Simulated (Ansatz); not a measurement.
Consider the redistribution: `C=[CH][AlH][F]` + `Cl[SiH2]BBr` → `C=[CH][AlH][SiH2]Cl` + `FBBr`.

Gas-phase electronic energies from Ansatz, PBE0-D4/def2-TZVP geometries. CCSD(T)/CBS adds triple-zeta CCSD(T) − MP2 to the extrapolated MP2 energy (def2 sets, frozen cores). DFT in def2-TZVPP. B3LYP here is the variant with VWN-RPA as its local correlation; programs differ in this. For Br outer-core shells are correlated without core-valence functions, which leaves a few kJ/mol of doubt a bond. Scalar relativity is left out up to krypton. One conformer a species, not always the lowest.

| level | ΔE (kJ/mol) |
| --- | --- |
| B3LYP-D4 | 27.1 |
| MP2/def2-QZVPP | 39.9 |

(1) What does CCSD(T)/CBS give? (Estimate.)

Largest T1 diagnostic among the species: 0.012.

Answers

(1) Ansatz gave: +35.9 kJ/mol. The listed levels differ from it by -8.8, 4.0 kJ/mol.
